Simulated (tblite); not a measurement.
C2H11NO3Si3.
SMILES with atom numbers: `[CH3:1][CH2:2][NH:3][SiH:4]1[O:5][SiH2:6][O:7][SiH2:8][O:9]1` (hydrogens: H10, H11, H12 on C1; H13, H14 on C2; H15 on N3; H16 on Si4; H17, H18 on Si6; H19, H20 on Si8)

Structure used (GFN2-xTB), in Å, numbered top down from 1:
```
atom  x, y, z in Å
C1     3.2173    0.1475    0.7249
C2     2.2358    0.1008   -0.4423
N3     1.0678   -0.7048   -0.1691
Si4   -0.2570   -0.0877    0.7153
O5    -0.8404    1.1888   -0.1056
Si6   -2.3175    1.4257   -0.7338
O7    -3.2520    0.1387   -0.4055
Si8   -2.8989   -1.2831    0.2965
O9    -1.3528   -1.2884    0.7769
H10    2.7266    0.5631    1.6008
H11    4.0767    0.7631    0.4727
H12    3.5667   -0.8542    0.9670
H13    1.8829    1.1078   -0.6666
H14    2.7403   -0.2982   -1.3294
H15    1.3083   -1.6708   -0.0026
H16   -0.0964    0.3847    2.0883
H17   -2.1651    1.5011   -2.1784
H18   -2.9005    2.5516   -0.0211
H19   -3.7209   -1.3636    1.4937
H20   -3.0261   -2.3114   -0.7235
```

Calculated harmonic vibrations of the isolated species, GFN2-xTB (tblite), most abundant isotopes, no scaling. Against measured fundamentals such values can be off by several per cent, at times by over 20. Modes of hydrogen on silicon can be 10 to 20 % off. One conformer, not necessarily the lowest.

Harmonic wavenumbers (cm⁻¹): 33.2, 44.2, 72.5, 95.9, 110.1, 141.1, 209.5, 218.5, 261.5, 297.3, 328.2, 409.7, 419.5, 551.2, 578.6, 584.7, 588.4, 607.7, 631.4, 637.4, 649.4, 657.1, 730.8, 774.4, 784.0, 801.1, 812.8, 827.2, 864.7, 955.0, 984.8, 1050.0, 1053.5, 1069.7, 1100.3, 1174.1, 1244.5, 1326.3, 1371.0, 1400.1, 1480.7, 1490.0, 1501.1, 2279.0, 2317.1, 2326.4, 2338.2, 2343.6, 2921.2, 2994.9, 3029.2, 3041.1, 3050.7, 3444.5.

A = 2045, B = 636.7, C = 524.8 MHz; mass 181.005 u (most abundant isotopes); point group C1, symmetry number 1.

**Question.** What is the zero-point energy?

**Answer.** ½Σν̃ = 30505 cm⁻¹ = 87.22 kcal/mol.

**Question.** What is S at 200 K and 1 bar for an ideal gas of classical rigid rotors and harmonic oscillators?

**Answer.** Translation 39.53, rotation 29.34, vibration 27.31: S = 96.2 cal/(mol K).

**Question.** And Cp and H(200 K) − H(0)?

**Answer.** Cp = 35.28 cal/(mol K), of which vibrations give 27.34 (their classical limit is 54 R = 107.3); H(200 K) − H(0) = 4.42 kcal/mol without the zero-point energy, 2.83 from vibrations.

**Question.** What must be added to the electronic energy to get the Gibbs energy at 200 K and 1 bar?

**Answer.** ZPE + [H(200 K) − H(0)] − T·S = 87.22 + 4.42 − 19.24 = 72.40 kcal/mol.

**Question.** Which modes carry the vibrational entropy at 200 K?

**Answer.** 33.2 cm⁻¹: 4.84; 44.2 cm⁻¹: 4.27; 72.5 cm⁻¹: 3.30; 95.9 cm⁻¹: 2.76; 110.1 cm⁻¹: 2.50; 141.1 cm⁻¹: 2.04 cal/(mol K); the other 48 give 7.59 together.

Hindered rotation and anharmonicity are outside this model. Other conformers, if any are populated, would add a mixing term that is left out. The structure is chiral; the term R ln 2 for an equal mix with its mirror image is left out.

Hardware: Arm Neoverse N1, one thread, shared host with 64 logical CPUs at a one-minute load of 55. Cost: 1.9 s wall. The figure is for the frequency step alone.
